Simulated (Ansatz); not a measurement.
Consider the ligand exchange at the Si–N bond: `N[SiH2]I` + HCl → `Cl[SiH2]I` + NH₃.

Calculated with Ansatz (gas phase, PBE0-D4/def2-TZVP geometries, no zero-point term in ΔE). CCSD(T)/CBS adds triple-zeta CCSD(T) − MP2 to the extrapolated MP2 energy (def2 sets, frozen cores). This one scheme is used for every species. Functionals use def2-TZVPP. HSE06 is defined as in plane-wave codes. Elements past krypton have def2 core potentials. For I outer-core shells are correlated without core-valence functions, which leaves a few kJ/mol of doubt a bond. Each species was taken in one conformer, which may not be the lowest.

(1) Is it downhill or uphill in electronic energy at CCSD(T)/CBS, and by how much? (Estimate.)

(2) What do these levels give: BLYP-D4, r2SCAN-D4, HSE06-D4, B2PLYP, revPBE, r2SCAN, HF/def2-SVP, MP2/def2-SVP, CCSD(T)/def2-SVP, SCS-MP2/def2-TZVPP, MP2/def2-QZVPP, MP2/CBS(def2)? (Estimate.)

(3) What do rigid-rotor, harmonic-oscillator terms from PBE0-D4/def2-TZVP frequencies (298.15 K, 1 bar) make of the CCSD(T)/CBS value? (Estimate.)

Largest T1 diagnostic among the species: 0.009.

Results:

(1) The calculation gave: Downhill: ΔE = -35.3 kJ/mol.

(2) Ansatz gave: BLYP-D4 -33.0, r2SCAN-D4 -35.0, HSE06-D4 -36.1, B2PLYP -33.0, revPBE -38.4, r2SCAN -35.2, HF/def2-SVP -29.1, MP2/def2-SVP -27.8, CCSD(T)/def2-SVP -27.6, SCS-MP2/def2-TZVPP -32.8, MP2/def2-QZVPP -36.6, MP2/CBS(def2) -38.4 kJ/mol.

(3) The calculation gave: ΔZPE = +7.9 kJ/mol, ΔH = -27.7 kJ/mol, ΔS = 4 J/(mol·K), ΔG = -29.0 kJ/mol.

At CCSD(T), def2-SVP lies +7.7 kJ/mol from the extrapolated value and def2-TZVPP +4.0 kJ/mol. Leaving LDA and LC-ωPBE aside and taking each functional with its dispersion term where it has one, the values, not all of them listed here, spread over 8.3 kJ/mol, from B97M-V to CAM-B3LYP-D4. LDA lies +8.3 kJ/mol from PBE without D4.
